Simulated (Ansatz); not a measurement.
`FB(F)[CH2][SbH2]` and `FB(F)C[SiH3]` differ in one atom or group.

Ansatz, PBE0-D4/def2-TZVP geometries, multiplicity 1. Each molecule was computed in one conformer, which needn't be the lowest.

Elements past krypton have def2 core potentials.  Spin–orbit coupling is left out; it splits and shifts lone-pair levels of the heavy atoms by tenths of an eV.

| property | `FB(F)[CH2][SbH2]` |
| --- | --- |
| HOMO–LUMO gap (PBE/def2-TZVPP) / eV | 4.82 |
| LUMO energy (B3LYP/def2-TZVPP) / eV | -1.11 |
| HOMO–LUMO gap (ωB97M-V/def2-TZVPP) / eV | 10.34 |
| HOMO–LUMO gap (B3LYP/def2-TZVPP) / eV | 6.22 |
| HOMO–LUMO gap (PBE0/def2-TZVPP) / eV | 6.61 |
| LUMO energy (ωB97M-V/def2-TZVPP) / eV | 0.78 |

**Question.** Give the same properties after the change, and the shifts. (Best estimate.)

**Answer.** The calculation gave: 
| property | `FB(F)C[SiH3]` | shift |
| --- | --- | --- |
| HOMO–LUMO gap (PBE/def2-TZVPP) / eV | 7.11 | 2.29 |
| LUMO energy (B3LYP/def2-TZVPP) / eV | -0.27 | 0.84 |
| HOMO–LUMO gap (ωB97M-V/def2-TZVPP) / eV | 13.42 | 3.08 |
| HOMO–LUMO gap (B3LYP/def2-TZVPP) / eV | 9.01 | 2.79 |
| HOMO–LUMO gap (PBE0/def2-TZVPP) / eV | 9.49 | 2.88 |
| LUMO energy (ωB97M-V/def2-TZVPP) / eV | 1.68 | 0.90 |

With PBE0 the HOMO falls by 2.00 eV and the LUMO rises by 0.87 eV, so the gap widens by about 2.87 eV. PBE moves the HOMO by -1.63 eV and ωB97M-V by -2.18 eV.

B3LYP here is the variant with VWN-RPA as its local correlation; programs differ in this.
